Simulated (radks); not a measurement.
Coulomb parameter of the 3d shell of the zinc ion Zn2+ in the model configuration [Ar] 3d9 4s1, as a second difference U = [E(n + 1) + E(n - 1) - 2 E(n)] / (1)^2 with all orbitals relaxed. "Bare": the charge of the atom changes with n. "Screened": the 4s shell takes up the change at fixed total charge, which measures U(3d,3d) + U(4s,4s) - 2 U(3d,4s). Calculated with a radial shooting solver on a logarithmic mesh with Libxc functionals: scalar-relativistic Kohn-Sham, r2SCAN, spin-unpolarised, spherical densities, finite nucleus; meta-GGA in the generalised Kohn-Sham scheme; Fermi nuclear charge, rms radius 3.9283 fm.

start: configuration [Ar] 3d9 4s1; E - E(n) (eV) 0.000
bare +1: configuration [Ar] 3d10 4s1; E - E(n) (eV) -28.969
bare -1: configuration [Ar] 3d8 4s1; E - E(n) (eV) 48.802
screened +1: configuration [Ar] 3d10; E - E(n) (eV) -11.006
screened -1: configuration [Ar] 3d8 4s2; E - E(n) (eV) 15.749

U(bare) = 19.833 eV, U(screened by 4s) = 4.743 eV, against the Slater integral F0(3d,3d) = 30.461 eV with frozen orbitals.
